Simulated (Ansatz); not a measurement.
Steps of a relaxation of ClH4NO2Sn (`[NH2][Sn]([OH])([OH])[Cl]`) with RKS PBE-D4/def2-SVP.

```sh
$ ansatz run in.yaml --threads 4 --pin off --events-out ev --progress --plain --max-ram 10444MiB
```

```yaml
crystal:
  periodic: [false, false, false]
  atoms:
    - {symbol: N, position_ang: [-0.769700, 0.353800, -1.670000]}
    - {symbol: Sn, position_ang: [0.071600, -0.009200, 0.128900]}
    - {symbol: O, position_ang: [1.107700, -1.668500, -0.029700]}
    - {symbol: O, position_ang: [-1.244800, -0.223600, 1.514500]}
    - {symbol: Cl, position_ang: [1.490700, 1.773700, 0.705300]}
    - {symbol: H, position_ang: [-1.320600, 1.323400, -1.572100]}
    - {symbol: H, position_ang: [-0.019400, 0.565900, -2.361600]}
    - {symbol: H, position_ang: [1.581000, -1.768200, 0.875100]}
    - {symbol: H, position_ang: [-0.808200, -0.393700, 2.392500]}
basis:
  gaussian: {orbitals: def2-SVP}
hamiltonian: {xc: pbe, dispersion: d4}
relax: {f_tol: 0.03, max_steps: 200}
```

Positions (Å) and forces (eV/Å) along the path, 8 of 8 steps:

```xyz
9
step=1 energy=-23985.4689 eV
N    -0.770    0.354   -1.670   -1.503    2.433   -0.433
Sn    0.072   -0.009    0.129    0.676    0.520   -1.065
O     1.108   -1.669   -0.030    1.400   -0.779    1.770
O    -1.245   -0.224    1.514   -0.849   -0.277    1.939
Cl    1.491    1.774    0.705    0.390    0.360    0.261
H    -1.321    1.323   -1.572    1.303   -2.331   -0.280
H    -0.019    0.566   -2.362   -0.229   -0.096    0.319
H     1.581   -1.768    0.875   -0.743   -0.016   -1.784
H    -0.808   -0.394    2.393   -0.445    0.185   -0.726
9
step=2 energy=-23985.7755 eV
N    -0.825    0.345   -1.667   -0.307    0.883   -0.021
Sn    0.097    0.002    0.129    0.345    0.031    0.112
O     1.172   -1.680   -0.058    0.457   -0.058    0.730
O    -1.323   -0.185    1.509   -0.040   -0.047    0.470
Cl    1.588    1.752    0.838   -0.113   -0.168   -0.027
H    -1.335    1.268   -1.593    0.361   -0.822    0.013
H    -0.073    0.540   -2.351   -0.051   -0.111    0.008
H     1.731   -1.820    0.759   -0.542    0.207   -0.812
H    -0.945   -0.268    2.416   -0.110    0.085   -0.473
9
step=3 energy=-23985.8176 eV
N    -0.820    0.328   -1.644    0.247   -0.021    0.008
Sn    0.107   -0.013    0.152   -0.017   -0.039   -0.037
O     1.170   -1.692   -0.091    0.307    0.026    0.456
O    -1.372   -0.182    1.489    0.229    0.017    0.408
Cl    1.612    1.685    0.919   -0.045   -0.082    0.017
H    -1.332    1.214   -1.557   -0.196    0.139    0.030
H    -0.086    0.523   -2.346   -0.029   -0.107    0.025
H     1.817   -1.775    0.653   -0.335    0.058   -0.436
H    -1.007   -0.136    2.407   -0.160    0.010   -0.473
9
step=4 energy=-23985.8308 eV
N    -0.822    0.326   -1.640    0.145    0.058    0.003
Sn    0.098   -0.030    0.153   -0.032   -0.028    0.020
O     1.160   -1.707   -0.087    0.378    0.004    0.369
O    -1.380   -0.195    1.488    0.194    0.075    0.450
Cl    1.613    1.610    1.008   -0.008   -0.021    0.001
H    -1.352    1.206   -1.570   -0.074    0.005    0.044
H    -0.094    0.504   -2.350   -0.022   -0.076    0.009
H     1.888   -1.730    0.584   -0.415    0.049   -0.389
H    -1.024   -0.031    2.397   -0.166   -0.066   -0.507
9
step=5 energy=-23985.8392 eV
N    -0.817    0.322   -1.631    0.083    0.082    0.002
Sn    0.094   -0.039    0.162   -0.005   -0.026    0.000
O     1.153   -1.716   -0.085    0.219    0.025    0.195
O    -1.388   -0.208    1.491    0.104    0.061    0.216
Cl    1.617    1.589    1.033   -0.022   -0.030    0.000
H    -1.349    1.203   -1.563   -0.049   -0.020    0.024
H    -0.093    0.490   -2.346   -0.011   -0.061    0.008
H     1.917   -1.706    0.536   -0.243    0.018   -0.198
H    -1.045    0.017    2.385   -0.076   -0.049   -0.246
9
step=6 energy=-23985.8434 eV
N    -0.806    0.335   -1.622   -0.008   -0.058    0.048
Sn    0.091   -0.048    0.167   -0.015    0.000   -0.018
O     1.149   -1.723   -0.078   -0.012    0.013   -0.009
O    -1.390   -0.214    1.496    0.006    0.002   -0.027
Cl    1.615    1.557    1.069    0.006   -0.002    0.009
H    -1.359    1.201   -1.563    0.022    0.010   -0.023
H    -0.097    0.465   -2.358   -0.009    0.029    0.006
H     1.937   -1.676    0.499    0.007    0.001    0.003
H    -1.052    0.056    2.373    0.004    0.005    0.010
9
step=7 energy=-23985.8437 eV
N    -0.808    0.328   -1.618   -0.015    0.016   -0.044
Sn    0.092   -0.045    0.168    0.013   -0.001    0.023
O     1.152   -1.717   -0.086    0.001   -0.003    0.000
O    -1.391   -0.207    1.493   -0.002   -0.002    0.005
Cl    1.619    1.551    1.082    0.000    0.000    0.001
H    -1.358    1.197   -1.566   -0.003   -0.003    0.010
H    -0.102    0.460   -2.355    0.005   -0.008    0.005
H     1.939   -1.675    0.494    0.001    0.001    0.000
H    -1.055    0.060    2.371    0.000    0.001    0.000
9
step=8 energy=-23985.8438 eV
N    -0.810    0.327   -1.621    0.002   -0.003    0.005
Sn    0.090   -0.046    0.167    0.002   -0.002    0.003
O     1.152   -1.718   -0.087   -0.001   -0.002   -0.001
O    -1.391   -0.210    1.495   -0.002   -0.001    0.001
Cl    1.617    1.549    1.083    0.001    0.002    0.000
H    -1.356    1.199   -1.565   -0.002    0.003   -0.004
H    -0.099    0.460   -2.353    0.000    0.002   -0.005
H     1.939   -1.673    0.492    0.001   -0.001    0.000
H    -1.054    0.064    2.371   -0.001    0.001    0.001
```

It took 11 s on 4 threads of an Arm Neoverse V2 on a shared host, with 0.16 GiB of host memory at the peak.
